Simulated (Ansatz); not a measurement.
Mulliken charges of BFH$_{4}$OSn (`[BH2][SnH]([OH])[F]`) from ωB97M-V/def2-TZVPP in Ansatz (PBE0-D4/def2-TZVP geometry).

```tsv
atom	x (Å)	y (Å)	z (Å)	charge (e)
B1	-1.147	1.223	-0.413	-0.242
Sn2	0.607	-0.140	-0.089	0.992
O3	0.141	-1.305	1.416	-0.543
F4	0.753	-1.366	-1.576	-0.501
H5	-1.615	1.336	-1.502	0.113
H6	-1.597	1.832	0.506	0.108
H7	2.214	0.415	0.086	-0.101
H8	0.736	-2.052	1.518	0.174
```

Q: By hand: the dipole of these point charges (1 e Å = 4.8032 D).

A: Σ q r = (-0.025, 0.908, 0.173) e Å, of length 0.925 e Å = 4.44 D.

Q: How does the dipole of the full density compare? (An estimate is asked.)

A: Ansatz gave: (0.024, 0.514, 0.157) e Å, 2.58 D; the point charges give 1.72 times that, at 7° from its direction.

Point charges leave out the atoms' own dipoles, such as those of lone pairs, and Mulliken's split depends on the basis, so the two needn't agree.
